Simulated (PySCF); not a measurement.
## SMILES F[C@H]1/C(=[CH]/[GeH2][CH3])[C@H]1Cl, C5H8ClFGe

Molfile (atoms numbered from 1):
```
C5H8ClFGe
     RDKit          3D

 16 16  0  0  0  0  0  0  0  0999 V2000
   -2.1665    0.3257    0.7096 C   0  0  0  0  0  0  0  0  0  0  0  0
   -1.6093   -0.8462   -0.7632 Ge  0  0  0  0  0  4  0  0  0  0  0  0
    0.2766   -0.5875   -1.2299 C   0  0  0  0  0  0  0  0  0  0  0  0
    1.1340    0.0597   -0.4765 C   0  0  0  0  0  0  0  0  0  0  0  0
    1.3988    0.6915    0.8185 C   0  0  1  0  0  0  0  0  0  0  0  0
    1.2730   -0.2985    2.2746 Cl  0  0  0  0  0  0  0  0  0  0  0  0
    2.5211    0.4377   -0.1744 C   0  0  1  0  0  0  0  0  0  0  0  0
    3.4345   -0.5408    0.0776 F   0  0  0  0  0  0  0  0  0  0  0  0
   -2.0059    1.3688    0.4489 H   0  0  0  0  0  0  0  0  0  0  0  0
   -1.5916    0.1033    1.6040 H   0  0  0  0  0  0  0  0  0  0  0  0
   -3.2203    0.1905    0.9374 H   0  0  0  0  0  0  0  0  0  0  0  0
   -1.8108   -2.2972   -0.4306 H   0  0  0  0  0  0  0  0  0  0  0  0
   -2.4016   -0.5919   -2.0179 H   0  0  0  0  0  0  0  0  0  0  0  0
    0.6312   -1.0087   -2.1632 H   0  0  0  0  0  0  0  0  0  0  0  0
    1.1198    1.7175    1.0200 H   0  0  0  0  0  0  0  0  0  0  0  0
    3.0095    1.2849   -0.6464 H   0  0  0  0  0  0  0  0  0  0  0  0
  1  2  1  0
  2  3  1  0
  3  4  2  0
  4  5  1  0
  5  6  1  0
  5  7  1  0
  7  8  1  0
  7  4  1  0
  1  9  1  0
  1 10  1  0
  1 11  1  0
  2 12  1  0
  2 13  1  0
  3 14  1  0
  5 15  1  1
  7 16  1  6
M  END
```

Method used: PySCF, TDDFT B3LYP/def2-SVPD circular dichroism and optical rotation, one conformer, gas phase. Geometry: GFN2-xTB.

The molecule is flexible and this is one conformer; a measurement averages over conformers. The calculation is non-relativistic, which matters for the atoms heavier than Zn.

Q: Draw the ECD and absorption spectra from the lowest 12 states, each a Gaussian of half-width 0.25 eV at 1/e height.

A: 
| E (eV) | λ (nm) | Δε (L mol⁻¹ cm⁻¹) | ε (L mol⁻¹ cm⁻¹) |
| --- | --- | --- | --- |
| 4.34 | 286 | +0.34 | 10.6 |
| 4.49 | 276 | +2.58 | 84.1 |
| 4.64 | 267 | +9.64 | 358 |
| 4.79 | 259 | +17.43 | 966 |
| 4.94 | 251 | +14.93 | 1970 |
| 5.09 | 244 | +5.55 | 2750 |
| 5.24 | 237 | +0.42 | 2170 |
| 5.39 | 230 | -0.27 | 884 |
| 5.54 | 224 | -0.10 | 377 |
| 5.69 | 218 | +0.17 | 1760 |
| 5.84 | 212 | +3.56 | 7340 |
| 5.99 | 207 | +15.96 | 15600 |
| 6.14 | 202 | +29.23 | 17200 |
| 6.29 | 197 | +24.32 | 10700 |
| 6.44 | 193 | +9.56 | 4130 |
| 6.59 | 188 | +1.15 | 1140 |
| 6.74 | 184 | -2.49 | 666 |
| 6.89 | 180 | -3.58 | 1710 |
| 7.04 | 176 | +3.29 | 3300 |
| 7.19 | 172 | +17.56 | 3960 |

Δε uses R in velocity form, ε uses f in length form. Only the states computed contribute, so the short-wavelength end is incomplete.
